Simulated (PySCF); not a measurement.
# Si¹⁰⁺ (silicon, charge +10): Hartree-Fock from Schrödinger to Dirac-Coulomb-Breit

Occupied: 1s1/2, 2s1/2. Hartree-Fock calculated with PySCF 2.14 in an uncontracted even-tempered set (20 s from 0.44 bohr⁻², ratio 2.3; 13 p from 0.53 bohr⁻², ratio 2.3), Gaussian nucleus throughout. NR is non-relativistic, sf-X2C the spin-free one-electron X2C Hamiltonian, X2C adds the bare one-electron spin-orbit term, X2C-SNSO screens it by Boettger's factors, DC is four-component Dirac-Coulomb, and the Gaunt and Breit terms are added at first order (total energies over the DC spinors, levels after relaxing the spinors in that mean field). QED terms are absent. Levels marked empty are virtual spinors of this ion.

```
Hamiltonian  E (hartree)  E − E(DC) (hartree)  CPU seconds
         NR    -223.8216               0.5887         0.38
     sf-X2C    -224.3906               0.0198         0.23
        X2C    -224.3906               0.0198         0.21
   X2C-SNSO    -224.3906               0.0198          0.2
         DC    -224.4104               0.0000          4.7
   DC+Gaunt    -224.3699               0.0405          9.6
   DC+Breit    -224.3705               0.0399           85
```

Task: Give the 2p spin-orbit interval with each Hamiltonian that has one.

Result: X2C 1.084; X2C-SNSO 0.9291; DC 0.9444; DC+Gaunt 0.8835; DC+Breit 0.8835 (eV).

| level (eV) | NR | sf-X2C | X2C | X2C-SNSO | DC | DC+Gaunt | DC+Breit |
| --- | --- | --- | --- | --- | --- | --- | --- |
| 1s1/2 | -2297.8 | -2302.9 | -2302.9 | -2302.9 | -2303.3 | -2302.4 | -2302.4 |
| 2s1/2 | -470.60 | -471.93 | -471.93 | -471.93 | -471.97 | -471.89 | -471.89 |
| 2p1/2 (empty) | -400.33 | -400.63 | -401.36 | -401.25 | -401.27 | -401.13 | -401.15 |
| 2p3/2 (empty) | -400.33 | -400.63 | -400.27 | -400.32 | -400.33 | -400.25 | -400.27 |
| 3s1/2 (empty) | -174.03 | -174.40 | -174.40 | -174.40 | -174.41 | -174.39 | -174.39 |

Weight of the small component: 1s1/2 0.00249, 2s1/2 0.000493, 2p1/2 0.000459, 2p3/2 0.000458, 3s1/2 0.000175.

Koopmans' value for the highest occupied level at DC+Breit: 471.89 eV, against an ionisation energy of 476.27 eV (semi-empirical (NIST evaluation); NIST Atomic Spectra Database, ionization energies); the former lacks relaxation, correlation, QED and recoil.

The whole ladder took 100 s of wall time on 1 thread of Intel(R) Xeon(R) Platinum 8259CL CPU @ 2.50GHz (shared host), launched as `OMP_NUM_THREADS=1 python relrun2.py TASK.json OUT` (a driver that calls PySCF for each Hamiltonian).

Dirac-Coulomb iterations, started from the X2C spinors:

```
with_ssss True, with_gaunt False, with_breit False
light speed = 137.03599967994
init E= -224.371692606266
cycle= 1 E= -224.410382183494  delta_E= -0.0387  |g|= 0.0263  |ddm|= 0.00429
cycle= 2 E= -224.410382507529  delta_E= -3.24e-07  |g|= 0.00013  |ddm|= 0.000145
cycle= 3 E= -224.410382507599  delta_E= -6.97e-11  |g|= 1.72e-06  |ddm|= 9.05e-06
```
